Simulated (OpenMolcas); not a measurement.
4d ions of charge +3 along the row

```yaml
Program: OpenMolcas
Method: SS-CASPT2, IPEA 0.25 Eh, imaginary shift 0.1 Eh
Basis: ANO-R2
Scalar_Hamiltonian: X2C, finite nucleus
Spin-orbit_coupling: RASSI with atomic mean-field integrals over the reference wave functions, term energies averaged over their components
```

Active space: the 4d shell; CASPT2 also correlates the outermost closed s and p core shells.

B and C come from two terms' centres of gravity (d2, d8: 3P = 15B, 1G = 12B + 2C; d3, d7: 4P = 15B, 2G = 4B + 3C; d4, d6: 3G = 9B + 4C, 3H = 4B + 4C; d5: 4D = 17B + 5C, 4G = 10B + 5C, above the ground term), where all their levels are at least 80 % pure. ζ = ±2S·A comes from the whole width of the ground multiplet by E(J) = (A/2) J(J+1), where its levels are at least 85 % pure. Energies in cm-1.

| Ion | Configuration | Lowest level | Weight (%) | B | B measured | C | C measured | ζ | ζ measured |
| --- | --- | --- | --- | --- | --- | --- | --- | --- | --- |
| Nb3+ | 4d2 | 3F2 | 99 | 649 |  | 2517 |  | 660 |  |
| Mo3+ | 4d3 | 4F 3/2 | 99 | 642 | 619 | 2639 | 2606 | 817 | 818 |
| Tc3+ | 4d4 | 5D0 | 98 |  |  |  |  | 1035 |  |
| Ru3+ | 4d5 | 6S 5/2 | 99 |  |  |  |  |  |  |
| Rh3+ | 4d6 | 5D4 | 98 |  |  |  |  | 1314 |  |
| Pd3+ | 4d7 | 4F 9/2 | 97 |  |  |  |  | 1583 |  |
| Ag3+ | 4d8 | 3F4 | 99 |  |  |  |  |  |  |

Measured columns use the levels in Sugar and Musgrove, J. Phys. Chem. Ref. Data 17, 155 (1988) (Mo3+).

The computed ζ goes from 660 (Nb3+) to 1583 cm-1 (Pd3+), a factor of 2.40, rising at every step.

CASPT2 breaks the degeneracy within a term, and the mean is taken; among the low terms the widest spread is 760 cm-1 (4d2 1G, Nb3+). The CASPT2 spread within a term exceeds the gap to the next term for 4d3 2P and 4d3 2H, 4d3 2H and 4d3 2D(1), so the order of their levels is uncertain (figures for Mo3+; the like holds for Tc3+, Pd3+). Measured partners are found by configuration, term and J. A level has none where our copy of the source lacks it or the pairing is in doubt (some pairs that miss far off the trend of their configuration count as doubtful), and it then counts in no deviation. Only configurations of the active space appear.

A number in round brackets counts repeated terms of one configuration in the order of the reference energies.
